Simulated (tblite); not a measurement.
C5H12O3SSi.
SMILES with atom numbers: `[CH3:1][S:2](=[O:3])(=[O:4])[CH2:5][O:6][SiH:7]1[CH2:8][CH2:9][CH2:10]1` (hydrogens: H11, H12, H13 on C1; H14, H15 on C5; H16 on Si7; H17, H18 on C8; H19, H20 on C9; H21, H22 on C10)

Computed with GFN2-xTB (tblite), gas phase: L-BFGS steps from a force-field or distance-geometry start until the largest atomic force falls under 0.01 eV/Å.

Step 233: E = -925.2259 eV
```
atom  x, y, z in Å  |  force x, y, z in eV/Å
C1      2.6799   -0.0488   -0.8524    0.005   0.001   0.003
S2      2.1002   -0.6788    0.7414    0.036  -0.025  -0.004
O3      0.9843   -1.5683    0.5065    0.037   0.034   0.002
O4      3.2215   -1.2184    1.4568   -0.025   0.014   0.012
C5      1.3928    0.7612    1.6042   -0.031   0.031  -0.030
O6      0.2126    1.0341    1.0033    0.011  -0.018   0.014
Si7    -0.8768   -0.1369    0.5662   -0.042   0.010   0.017
C8     -1.2479   -0.6052   -1.2453    0.000   0.003   0.020
C9     -2.6833   -0.0831   -1.0668    0.006  -0.021   0.005
C10    -2.4582    0.8409    0.1354   -0.006  -0.013  -0.033
H11     3.4668    0.6700   -0.6571   -0.028  -0.036  -0.026
H12     3.0621   -0.8880   -1.4205   -0.012   0.010  -0.012
H13     1.8341    0.4023   -1.3523   -0.015   0.019  -0.006
H14     1.2887    0.4636    2.6522   -0.028  -0.003  -0.011
H15     2.0892    1.5966    1.5102    0.010  -0.016   0.018
H16    -1.1656   -1.0808    1.6401   -0.009  -0.031  -0.002
H17    -0.7174   -0.0109   -1.9905    0.008  -0.010   0.009
H18    -1.1786   -1.6460   -1.5455    0.000  -0.009   0.008
H19    -3.1013    0.4037   -1.9482    0.031   0.007   0.014
H20    -3.3431   -0.9032   -0.7865    0.024   0.031  -0.004
H21    -3.2864    0.8522    0.8374    0.052   0.006  -0.015
H22    -2.2842    1.8631   -0.1898   -0.023   0.013   0.020
```

Step 234: E = -925.2265 eV
```
atom  x, y, z in Å  |  force x, y, z in eV/Å
C1      2.6793   -0.0483   -0.8524    0.002   0.000  -0.021
S2      2.0997   -0.6786    0.7413    0.037  -0.013   0.006
O3      0.9849   -1.5696    0.5065    0.031   0.039   0.001
O4      3.2210   -1.2169    1.4579   -0.026   0.016   0.004
C5      1.3912    0.7623    1.6043    0.003   0.010  -0.015
O6      0.2125    1.0356    1.0021   -0.001  -0.024   0.015
Si7    -0.8765   -0.1366    0.5662   -0.033  -0.001   0.008
C8     -1.2491   -0.6079   -1.2446    0.019   0.008   0.039
C9     -2.6828   -0.0820   -1.0679    0.006  -0.002   0.001
C10    -2.4568    0.8404    0.1356   -0.023  -0.007  -0.037
H11     3.4678    0.6683   -0.6582   -0.017  -0.021  -0.013
H12     3.0608   -0.8858   -1.4236   -0.019   0.001  -0.004
H13     1.8354    0.4061   -1.3532   -0.016   0.012   0.007
H14     1.2873    0.4628    2.6529   -0.029   0.010  -0.041
H15     2.0894    1.5967    1.5106    0.000  -0.022   0.023
H16    -1.1656   -1.0802    1.6402   -0.006  -0.030   0.001
H17    -0.7160   -0.0163   -1.9900    0.006  -0.013   0.002
H18    -1.1821   -1.6494   -1.5414    0.003  -0.020   0.000
H19    -3.0958    0.4065   -1.9510    0.026   0.010   0.025
H20    -3.3465   -0.8988   -0.7896    0.019   0.016  -0.003
H21    -3.2829    0.8475    0.8396    0.038   0.011  -0.015
H22    -2.2860    1.8636   -0.1869   -0.020   0.020   0.018
```

Step 235: E = -925.2272 eV
```
atom  x, y, z in Å  |  force x, y, z in eV/Å
C1      2.6806   -0.0451   -0.8524    0.010   0.017  -0.038
S2      2.1000   -0.6776    0.7401    0.034  -0.004   0.020
O3      0.9871   -1.5697    0.5030    0.017   0.033   0.000
O4      3.2205   -1.2155    1.4585   -0.024   0.022  -0.003
C5      1.3881    0.7626    1.6037    0.044  -0.008  -0.006
O6      0.2108    1.0350    1.0005   -0.022  -0.026   0.011
Si7    -0.8780   -0.1387    0.5678   -0.014  -0.009  -0.012
C8     -1.2519   -0.6150   -1.2419    0.022   0.003   0.034
C9     -2.6830   -0.0799   -1.0693    0.015   0.008   0.001
C10    -2.4550    0.8404    0.1354   -0.030   0.021  -0.030
H11     3.4722    0.6676   -0.6578   -0.008  -0.010   0.001
H12     3.0606   -0.8804   -1.4273   -0.025  -0.016  -0.004
H13     1.8402    0.4160   -1.3534   -0.020   0.000   0.018
H14     1.2843    0.4626    2.6525   -0.030   0.011  -0.051
H15     2.0873    1.5962    1.5105   -0.003  -0.016   0.024
H16    -1.1642   -1.0838    1.6408   -0.008  -0.028   0.008
H17    -0.7132   -0.0306   -1.9897   -0.010  -0.026   0.015
H18    -1.1917   -1.6589   -1.5330    0.007  -0.005   0.001
H19    -3.0874    0.4125   -1.9538    0.015   0.013   0.021
H20    -3.3553   -0.8906   -0.7940    0.028   0.009  -0.008
H21    -3.2790    0.8469    0.8415    0.021   0.010  -0.018
H22    -2.2837    1.8653   -0.1833   -0.019   0.002   0.015
```

Step 236: E = -925.2280 eV
```
atom  x, y, z in Å  |  force x, y, z in eV/Å
C1      2.6810   -0.0446   -0.8550    0.033   0.007  -0.048
S2      2.1001   -0.6763    0.7381    0.027   0.018   0.019
O3      0.9893   -1.5699    0.5001    0.001   0.021   0.001
O4      3.2203   -1.2116    1.4584   -0.009   0.017  -0.002
C5      1.3851    0.7627    1.6027    0.063  -0.020   0.007
O6      0.2091    1.0367    0.9987   -0.034  -0.030   0.007
Si7    -0.8813   -0.1379    0.5721    0.011  -0.019  -0.024
C8     -1.2515   -0.6186   -1.2368    0.016  -0.003   0.036
C9     -2.6812   -0.0783   -1.0718    0.018   0.032   0.000
C10    -2.4569    0.8397    0.1350   -0.021   0.037  -0.003
H11     3.4769    0.6634   -0.6631    0.000  -0.002   0.015
H12     3.0567   -0.8810   -1.4322   -0.039  -0.010   0.006
H13     1.8439    0.4228   -1.3551   -0.037  -0.004   0.017
H14     1.2793    0.4591    2.6505   -0.025   0.013  -0.057
H15     2.0851    1.5960    1.5139   -0.003  -0.011   0.020
H16    -1.1602   -1.0835    1.6467   -0.013  -0.021   0.007
H17    -0.7077   -0.0391   -1.9840   -0.003  -0.017   0.004
H18    -1.1948   -1.6630   -1.5250    0.012  -0.020   0.001
H19    -3.0761    0.4176   -1.9581    0.003   0.016   0.015
H20    -3.3596   -0.8847   -0.8013    0.020  -0.010  -0.009
H21    -3.2798    0.8430    0.8415   -0.010   0.000  -0.010
H22    -2.2883    1.8669   -0.1768   -0.010   0.005  -0.002
```

Q: Estimate the geometry and energy of step 237. (The exact step hangs on the optimiser's Hessian estimate; all steps are aligned on step 236, rigid shifts and turns removed.)

A: E = -925.2288 eV, largest force 0.066 eV/Å
```
atom  x, y, z in Å  |  force x, y, z in eV/Å
C1      2.6840   -0.0417   -0.8582    0.025   0.023  -0.043
S2      2.1024   -0.6733    0.7352    0.018   0.025   0.017
O3      0.9934   -1.5678    0.4947   -0.008   0.007   0.004
O4      3.2218   -1.2072    1.4575    0.003   0.013  -0.001
C5      1.3828    0.7621    1.6025    0.063  -0.016   0.011
O6      0.2073    1.0357    0.9975   -0.035  -0.017   0.000
Si7    -0.8845   -0.1386    0.5759    0.019  -0.038  -0.027
C8     -1.2532   -0.6264   -1.2310    0.002  -0.017  -0.004
C9     -2.6805   -0.0753   -1.0742    0.021   0.035   0.002
C10    -2.4587    0.8399    0.1349    0.007   0.044   0.016
H11     3.4855    0.6601   -0.6678    0.008   0.002   0.022
H12     3.0525   -0.8799   -1.4375   -0.048  -0.006   0.004
H13     1.8492    0.4349   -1.3543   -0.028  -0.023   0.020
H14     1.2730    0.4544    2.6485   -0.013   0.006  -0.051
H15     2.0808    1.5974    1.5201   -0.003  -0.009   0.015
H16    -1.1563   -1.0856    1.6518   -0.017  -0.008   0.001
H17    -0.7023   -0.0571   -1.9821   -0.018  -0.029   0.027
H18    -1.2048   -1.6741   -1.5129    0.016   0.017   0.016
H19    -3.0646    0.4269   -1.9613   -0.002   0.013   0.001
H20    -3.3683   -0.8760   -0.8106    0.027  -0.012  -0.010
H21    -3.2814    0.8422    0.8408   -0.027  -0.007  -0.006
H22    -2.2885    1.8687   -0.1710   -0.009  -0.003  -0.013
```

The energy changes by -0.0008 eV. The first-order estimate −F·Δx gives -0.0012 eV and the mean of the old and new forces, exact on a quadratic surface, -0.0008 eV. The step makes an angle of 81° with the force vector and moves no atom by more than 0.019 Å.

The cost below is that of the whole relaxation. The run took 5.4 s of wall time on an Intel Xeon Platinum 8259CL at 2.50 GHz with one thread, on a shared host.
